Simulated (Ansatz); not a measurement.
VOCl, SMILES [O]=[V][Cl] (connectivity only; charge and spin as stated), neutral, multiplicity 3.

Geometry optimised at B3LYP-D3(BJ)/def2-TZVP. The spin state was assumed, not searched.

Two levels are set side by side: PBE/def2-TZVPD (Ansatz, a first-principles code) and PBE0/def2-TZVPD (Ansatz). Energy differences of separate SCF runs at the same geometry; the states with an electron removed or added have multiplicity 2 and 4. Differences are taken from unrounded values.

```json
[
 {"quantity": "vertical ionisation energy (eV)", "PBE0": "9.43", "PBE": "8.86", "PBE minus PBE0": "-0.57"},
 {"quantity": "vertical electron affinity (eV)", "PBE0": "1.70", "PBE": "1.68", "PBE minus PBE0": "-0.02"}
]
```
